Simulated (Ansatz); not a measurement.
Cost and result up the ladder for Ti(OH)2Cl2 (TiCl₂O₂H₂) (7 atoms). Charge 0, multiplicity 1. Geometry: r2SCAN-D4/def2-SVP.

Cartesian coordinates in Å:
```
Ti -0.2801 0.0608 0.2483
O 1.2707 -0.7126 -0.0308
H 1.9230 -1.2749 0.4054
O -0.7467 0.9264 -1.2175
H -0.3051 1.0214 -2.0722
Cl -0.0871 1.4662 1.9366
Cl -1.7746 -1.4873 0.7302
```

Ansatz on 4 threads of Arm Neoverse V2 on a shared host. Times are rough, and most runs start from the orbitals of an earlier one. CAM-B3LYP-D4/def2-TZVP serves as the yardstick here, not as an exact answer. Differences are given only for rows in sets of like size (and for xTB, whose basis is part of the method), since another set adds its own error. Binding counts from free atoms at the same level (Ti triplet, O triplet, H doublet, Cl doublet; other spins of the atoms weren't run), without zero-point energy or a counterpoise term.

The 6-31G sets use Cartesian d functions. LC-ωPBE has ω = 0.4 bohr⁻¹. B3LYP takes the VWN-RPA correlation. HSE06 is defined as in plane-wave codes, on full-range PBE exchange. Correlated methods freeze 17 core orbitals; core or outer-core shells of Ti are correlated, in sets that lack core-valence functions.

Correlated methods converge slowly with the basis.

| level | functions | wall time |
| --- | --- | --- |
| HF/6-31G | 77 | 0.45 s |
| PBE-D4/def2-SVP | 105 | 0.95 s |
| B3LYP-D4/6-31G | 77 | 1.2 s |
| PBE0-D4/def2-SVP | 105 | 1.4 s |
| LC-ωPBE/def2-TZVP | 193 | 2.3 s |
| PBE0-D4/def2-TZVP | 193 | 2.7 s |
| HSE06-D4/def2-TZVP | 193 | 2.7 s |
| CAM-B3LYP-D4/def2-TZVP | 193 | 3.1 s |
| B97M-V/def2-TZVP | 193 | 7 s |
| CCSD(T)/def2-TZVP | 193 | 79 s |

**Question.** Estimate what each level gives for the binding energy per atom (eV).

**Answer.** 
| level | binding energy per atom (eV) | difference from CAM-B3LYP-D4/def2-TZVP (eV) |
| --- | --- | --- |
| HF/6-31G | 2.22 | – |
| PBE-D4/def2-SVP | 4.33 | – |
| B3LYP-D4/6-31G | 3.85 | – |
| PBE0-D4/def2-SVP | 4.02 | – |
| LC-ωPBE/def2-TZVP | 3.97 | -0.03 |
| PBE0-D4/def2-TZVP | 4.01 | 0.01 |
| HSE06-D4/def2-TZVP | 4.02 | 0.02 |
| CAM-B3LYP-D4/def2-TZVP | 4.00 | 0.00 |
| B97M-V/def2-TZVP | 4.11 | 0.11 |
| CCSD(T)/def2-TZVP | 3.91 | -0.09 |
